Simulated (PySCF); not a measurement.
# Two-component Hartree-Fock for As³⁺ (arsenic, charge +3)

Start: [Ar] 3d9 4s2 4p1; 3d3/2 filled at m_j = -3/2, -1/2, +1/2, +3/2; 3d5/2 filled at m_j = -3/2, -1/2, +1/2, +3/2, +5/2; 4p3/2 filled at m_j = +3/2. Calculated with PySCF 2.14 in x2c-TZVPall-2c: generalised Hartree-Fock with the X2C-1e Hamiltonian and a Gaussian nucleus; one run each with spin-orbit coupling (SO) switched off, then screened by Boettger's factors. This is a chosen level, not necessarily the ground level.

```
spinor shell  electrons  ε, spin-free (eV)  ε, screened SO (eV)  weight of nominal j (screened SO)  rms radius, screened SO (bohr)
       1s1/2          2           -11996.3             -11996.0                              1.000                          0.0524
       2s1/2          2            -1624.6              -1624.6                              1.000                           0.219
       2p1/2          2            -1425.9              -1451.4                              1.000                           0.194
       2p3/2          4            -1425.9              -1413.7                              1.000                           0.197
       3s1/2          2            -273.30              -273.32                              1.000                           0.632
       3p1/2          2            -208.76              -213.80                              0.969                           0.650
       3p3/2          4            -208.76              -206.35                              0.984                           0.660
       3d3/2          4            -104.44              -105.45                              0.856                           0.709
       3d5/2          5            -104.44              -103.74                              0.884                           0.715
       4s1/2          2            -52.704              -52.721                              0.999                            1.82
       4p3/2          1            -41.614              -41.446                              1.000                            2.08
```

```tsv
quantity	spin-free	screened SO
E (hartree)	-2255.30867	-2255.40787
M_J	4	4
⟨J²⟩	20.012	20.012
⟨L²⟩	12.010	12.012
⟨S²⟩	2.003	2.005
```

Each row is a mean over spinors that exchange with the open shell spreads, by up to 10.403 eV (3p3/2).

Rows whose weight is well below 1 are mixtures of j = l ± 1/2: exchange outweighs spin-orbit coupling there, and the label is only the starting occupation.

Without spin-orbit coupling the j labels of p, d and f shells carry no meaning; the spin-free column gives the mean over the occupied spinors of each nl shell.
